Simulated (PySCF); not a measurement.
Vertical excitation energies

C6H13As.
Structure used (PBE0-D3(BJ)/def2-SVP), in Å, numbered top down from 1:
```xyz
20
C6H13As angstrom
C      3.2646   -0.8645    0.3155
C      1.7782   -0.9123    0.0014
C      1.2143    0.4374   -0.4447
C     -0.2393    0.3831   -0.7861
C     -1.2079    1.0637   -0.1625
C     -2.6599    0.9649   -0.4756
As    -3.6223    0.0382    1.0078
H      3.8495   -0.5516   -0.5645
H      3.6432   -1.8474    0.6346
H      3.4794   -0.1467    1.1236
H      1.2155   -1.2573    0.8857
H      1.5870   -1.6622   -0.7864
H      1.7873    0.7830   -1.3258
H      1.3826    1.1889    0.3457
H     -0.5207   -0.2920   -1.6069
H     -0.9300    1.7287    0.6667
H     -2.8357    0.4371   -1.4230
H     -3.1217    1.9632   -0.5455
H     -3.1612   -1.3589    0.6045
H     -4.9421   -0.1114    0.2519
```

Computed, not measured: TDDFT PBE0/def2-SVPD, vertical, gas phase, core orbitals frozen in the response in PySCF 2.14.0, density-fitted response routines. Relativistic effects, spin–orbit coupling among them, are left out although an element past zinc is present.

Problem. What does the calculation give for the low-lying excited states?

Solution. 

```csv
state,E (eV),λ (nm),ν̃ (cm⁻¹),f,"main configurations (H = HOMO, L = LUMO)"
S1,5.92,209.3,47790,0.146,"H→L (60%), H→L+1 (27%), H-1→L (10%)"
S2,5.98,207.4,48220,0.041,"H→L+1 (70%), H→L (19%)"
S3,6.43,192.8,51860,0.013,"H→L+2 (72%), H-1→L (18%)"
S4,6.48,191.2,52300,0.050,"H-1→L+1 (72%), H-1→L (20%)"
S5,6.67,185.8,53810,0.536,"H-1→L (40%), H-1→L+1 (21%), H→L+2 (19%)"
S6,6.85,181.1,55230,0.019,H→L+3 (87%)
S7,6.92,179.2,55810,0.037,H→L+4 (89%)
S8,7.13,173.8,57530,0.028,"H-1→L+2 (69%), H-1→L+3 (10%)"
S9,7.27,170.5,58640,0.081,"H→L+5 (70%), H-1→L+2 (11%), H→L+6 (11%)"
S10,7.46,166.2,60170,0.035,H→L+6 (74%)
```

Triplets, Tamm–Dancoff:

```tsv
state	E (eV)	λ (nm)	main configurations (H = HOMO, L = LUMO)
T1	4.08	304.0	H→L (74%), H-1→L (11%)
T2	5.19	238.9	H→L+1 (49%), H-1→L+1 (22%), H-1→L (13%)
T3	5.48	226.4	H-1→L (28%), H-1→L+2 (24%), H→L+2 (21%)
T4	6.02	205.9	H→L+1 (40%), H-1→L (19%), H-1→L+1 (18%)
```

The lowest singlet comes at 209 nm (572 kJ/mol) in the ultraviolet; it is of moderate strength; its leading configuration is HOMO→LUMO (60%). The strongest level in the table is S5 at 6.67 eV (186 nm, f = 0.536). Löwdin shares by element: HOMO carbon 56% or more, arsenic 24% (atoms not listed hold the other 20%); LUMO carbon 53% or more, arsenic 19% (atoms not listed hold the other 27%). The listed states span 1.53 eV, and the widest gap between neighbours is 0.45 eV (S2 to S3). Orbital energies (eV): HOMO-3 -9.36, HOMO-2 -9.17, HOMO-1 -7.42, HOMO -6.77, LUMO 0.01, LUMO+1 0.27, LUMO+2 0.81. The oscillator strengths of these states sum to 0.986; summed over the whole spectrum of an exact calculation they would give the number of electrons, 82 (Thomas–Reiche–Kuhn). The vertical ionisation energy (ΔSCF) is 8.49 eV, 1.03 eV above S10. The window holds the lowest 10 singlets.

On one thread, Arm Neoverse V2 (aarch64), shared host with 192 logical CPUs at a one-minute load of 22, this took 3.6 min (grids of density and orbitals included) and 1.0 GiB of memory at its peak.

One conformer stands for the species.
